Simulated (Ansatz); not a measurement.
`CBS` + `[OH][GeH]([SiH3])[SiH3]` → `CB([SiH3])S` + `[OH][GeH2][SiH3]`  (redistribution)

Gas-phase electronic energies from Ansatz, PBE0-D4/def2-TZVP geometries. CCSD(T)/CBS is the MP2 limit (def2-TZVPP, def2-QZVPP) plus CCSD(T) − MP2 in def2-TZVPP, frozen cores. DFT in def2-TZVPP. B3LYP here is the variant with VWN-RPA as its local correlation; programs differ in this. HSE06 is defined as in plane-wave codes. For Ge outer-core shells are correlated without core-valence functions, which leaves a few kJ/mol of doubt a bond. Scalar relativity is left out up to krypton. One conformer a species, not always the lowest.

`CBS`:

Cartesian coordinates in Å:
```
C -0.748 0.808 0.003
B 0.124 -0.477 -0.119
S 1.795 -0.473 0.500
H -1.663 0.579 0.562
H -1.088 1.116 -0.993
H -0.257 1.659 0.478
H -0.296 -1.478 -0.620
H 2.134 -1.735 0.189
```

`[OH][GeH]([SiH3])[SiH3]`:

Z-matrix (Å, degrees):
```
Ge
Si 1 2.382
Si 1 2.393 2 113.9
O 1 1.799 2 104.2 3 119.1
H 1 1.550 2 111.2 3 -124.2
H 2 1.488 1 108.5 3 61.2
H 2 1.486 1 109.7 3 -57.7
H 2 1.485 1 110.8 3 -178.9
H 3 1.489 1 110.0 2 171.3
H 3 1.488 1 110.0 2 -68.8
H 3 1.486 1 110.1 2 51.3
H 4 0.960 1 112.2 2 174.3
```

`CB([SiH3])S`:

Cartesian coordinates in Å:
```
C -0.780 1.260 0.122
B 0.337 0.170 0.216
Si 0.084 -1.670 -0.588
S 1.901 0.430 1.015
H -1.708 0.885 0.567
H -1.022 1.455 -0.929
H -0.531 2.211 0.599
H 1.260 -2.563 -0.397
H -0.179 -1.554 -2.051
H -1.105 -2.332 0.023
H 1.743 1.706 1.423
```

`[OH][GeH2][SiH3]`:

```xyz
9

O     1.181   -1.760    0.245
Ge    0.637   -0.146    0.801
Si   -0.801    0.836   -0.835
H     0.457   -2.386    0.176
H    -0.081   -0.293    2.162
H     1.948    0.631    0.990
H    -1.299    2.154   -0.356
H    -1.966   -0.060   -1.067
H    -0.074    1.024   -2.117
```

```csv
level,ΔE (kJ/mol),difference from CCSD(T)/CBS
LDA (SPW92),26.8,-6.5
PBE-D4,31.0,-2.3
revPBE-D4,29.3,-4.0
BLYP-D4,32.9,-0.4
r2SCAN-D4,32.2,-1.1
B97M-V,25.4,-7.9
PBE0-D4,32.4,-0.9
B3LYP-D4,34.1,0.8
r2SCANh-D4,32.8,-0.5
r2SCAN0-D4,33.5,0.2
BHLYP-D4,35.9,2.6
CAM-B3LYP-D4,33.0,-0.3
ωB97X-V,32.0,-1.3
ωB97M-V,33.6,0.3
B2PLYP,34.3,1.0
PBE-QIDH,33.0,-0.3
revPBE,32.7,-0.6
BLYP,34.7,1.4
r2SCAN,32.2,-1.1
PBE0,32.8,-0.5
B3LYP,35.0,1.7
r2SCANh,32.8,-0.5
r2SCAN0,33.5,0.2
HSE06,32.8,-0.5
BHLYP,35.7,2.4
CAM-B3LYP,33.2,-0.1
LC-ωPBE,31.2,-2.1
RPA@PBE/def2-TZVPP,30.8,-2.5
HF/def2-SVP,33.6,0.3
MP2/def2-SVP,27.2,-6.1
HF/def2-TZVPP,36.6,3.3
MP2/def2-TZVPP,33.8,0.5
CCSD/def2-TZVPP,33.2,-0.1
CCSD(T)/def2-TZVPP,32.1,-1.2
HF/def2-QZVPP,36.0,2.7
MP2/def2-QZVPP,34.3,1.0
SCS-MP2/def2-QZVPP,33.5,0.2
HF/CBS(def2),36.0,2.7
MP2/CBS(def2),35.0,1.7
CCSD/CBS(def2),34.4,1.1
CCSD(T)/CBS,33.3,0
```

(1) What do rigid-rotor, harmonic-oscillator terms from PBE0-D4/def2-TZVP frequencies (298.15 K, 1 bar) make of the CCSD(T)/CBS value? (An estimate is asked.)

Largest T1 diagnostic among the species: 0.014.

Answers

(1) The calculation gave: ΔZPE = -2.5 kJ/mol, ΔH = +30.1 kJ/mol, ΔS = 1 J/(mol·K), ΔG = +29.7 kJ/mol.

At CCSD(T), def2-SVP lies −8.0 kJ/mol from the extrapolated value and def2-TZVPP −1.2 kJ/mol. Leaving LDA and LC-ωPBE aside and taking each functional with its dispersion term where it has one, the values spread over 10.5 kJ/mol, from B97M-V to BHLYP-D4. LDA lies −4.7 kJ/mol from PBE without D4.
